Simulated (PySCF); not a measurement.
**IrBr₄, quartet: structure and spectrum**

Computed with UPBE0/[Ir def2-TZVP with ECP60, Br def2-TZVP], scalar-relativistic core potentials, density fitting, no spin–orbit coupling, PySCF.

The structure is a minimum.

- Point group: D2d
- Bond lengths: Ir–Br 2.369 Å (×4)
- Bond angles: Br–Ir–Br 97.7° (×4), Br–Ir–Br 137.0° (×2)
- Principal quadrupole moments (Buckingham, traceless) about the centre of mass: -0.54, -0.54, 1.07 D Å
- Entropy at 298.15 K and 1 bar (electronic part: spin only): 441.6 J/(mol K)
- Rotational constants: 0.01678, 0.01678, 0.01099 cm⁻¹
- Rotational symmetry number: 4
- Heat capacity Cp at 298.15 K: 103.7 J/(mol K)
- Highest occupied level (β): -7.54 eV
- Enthalpy at 298.15 K above 0 K: 25.45 kJ/mol
- Lowest empty level (β): -5.79 eV
- Spin squared ⟨S²⟩: 3.762
- Atomisation energy without zero-point energy: 1050 kJ/mol
- Dipole moment: 0.00 D
- Principal polarisabilities: 96.0, 164.3, 164.3 bohr³
- Zero-point energy: 8.1 kJ/mol

Harmonic modes (masses in u: Ir 192.963, Br 78.918):
```tsv
symmetry	ω (cm⁻¹)	IR (km/mol, summed over degenerate members)	μ (u)	type
a1	48	0.0	78.92	bend
e	64	0.4	89.64	bend
b2	65	0.0	104.92	bend
b1	85	0.0	78.92	bend
a1	244	0.0	78.92	stretch
b2	252	3.2	89.58	stretch
e	270	76.1	104.83	stretch
```

In D2d the vibrations span 2a1 + 2e + 2b2 + b1. The a1, b1 modes carry no infrared intensity, as symmetry demands.

Charges (e):
```
     atom  Mulliken  Löwdin  polar tensor  spin (Mulliken)  Mayer order to Ir1
      Ir1      0.74   -0.50          1.36             1.73                   –
Br2,3,4,5     -0.18    0.12         -0.34             0.32                1.05
```

Mulliken populations on Ir1 (electrons outside its core potential): s 2.62, p 6.37, d 7.23, f 0.03.

Outer orbital energies (eV). α occupied: -10.09, -9.04, -9.04, -8.71, -8.70, -8.09, -7.89, -7.89; empty: -4.26, -0.12, 0.81, 2.00. β occupied: -9.97, -9.97, -9.85, -9.38, -8.60, -8.60, -8.43, -7.54; empty: -5.79, -4.95, -4.95, -3.54.

Formally Ir is in oxidation state +4, d5, with 3 unpaired electrons (the high-spin count would be 5). The Mulliken spin on Ir is 1.73. The polar-tensor charge on Ir, 1.36, is far below the formal one.

Only a few start shapes were tried, so a lower isomer may exist. Open d and f shells are described by one determinant, and the ground state may have another occupation or spin. At this level a quartet minimum of D2d symmetry lies 25 kJ/mol below this structure. No spin–orbit coupling is included, which matters more the heavier the element.

The final relaxation and frequency run took 5.5 min on 8 threads of a shared Intel Xeon Platinum 8259CL @ 2.50GHz (Skylake/Cascade Lake) host, with 232 basis functions and 8 gradients; the process peaked at 3.5 GiB. Launch command: `OMP_NUM_THREADS=8 python axn.py task.json out`.
